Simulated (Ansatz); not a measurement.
Mulliken charges of CH$_{4}$GeOS, SMILES `C1[O][GeH2][S]1` from r2SCAN/def2-TZVPP in Ansatz (PBE0-D4/def2-TZVP geometry).

| atom | x (Å) | y (Å) | z (Å) | charge (e) |
| --- | --- | --- | --- | --- |
| C1 | -0.355 | 1.136 | -0.212 | 0.176 |
| O2 | 0.145 | 0.473 | 0.929 | -0.449 |
| Ge3 | 0.391 | -1.166 | 0.227 | 0.502 |
| S4 | -0.391 | -0.140 | -1.566 | -0.317 |
| H5 | 0.299 | 1.959 | -0.509 | 0.066 |
| H6 | -1.368 | 1.508 | -0.040 | 0.066 |
| H7 | 1.870 | -1.593 | 0.224 | -0.022 |
| H8 | -0.498 | -2.233 | 0.891 | -0.022 |

Task: By hand: the dipole of these point charges (1 e Å = 4.8032 D).

Result: Σ q r = (0.092, -0.240, 0.095) e Å, of length 0.274 e Å = 1.32 D.

Task: How does the dipole of the full density compare? (Best estimate.)

Result: Computed: (0.061, -0.146, 0.074) e Å, 0.84 D; the point charges give 1.57 times that, at 5° from its direction.

Point charges leave out the atoms' own dipoles, such as those of lone pairs, and Mulliken's split depends on the basis, so the two needn't agree.
